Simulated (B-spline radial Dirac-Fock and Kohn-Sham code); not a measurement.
# X-ray form factors of neodymium in several charge states

Method: Dirac-Fock densities. Computed with a radial finite-basis atomic code.

Configurations: Nd⁵⁴⁺ [He] 2s2 2p2; Nd⁵⁷⁺ [He] 2s1; Nd⁵⁸⁺ 1s2. The first column is f₀ of Nd⁵⁴⁺, the others are differences from it.

```csv
s (Å⁻¹),Nd⁵⁴⁺,Δ Nd⁵⁷⁺,Δ Nd⁵⁸⁺
0,6.000,-3.000,-4.000
0.05,5.999,-2.999,-3.999
0.1,5.997,-2.998,-3.997
0.15,5.993,-2.995,-3.994
0.2,5.988,-2.992,-3.989
0.25,5.981,-2.987,-3.982
0.3,5.973,-2.981,-3.974
0.35,5.964,-2.974,-3.965
0.4,5.952,-2.967,-3.954
0.45,5.940,-2.958,-3.942
0.5,5.926,-2.948,-3.929
0.6,5.894,-2.926,-3.898
0.7,5.856,-2.899,-3.862
0.8,5.813,-2.869,-3.820
0.9,5.765,-2.836,-3.774
1,5.712,-2.798,-3.723
1.1,5.654,-2.758,-3.668
1.2,5.592,-2.714,-3.608
1.4,5.455,-2.619,-3.477
1.6,5.304,-2.513,-3.331
```
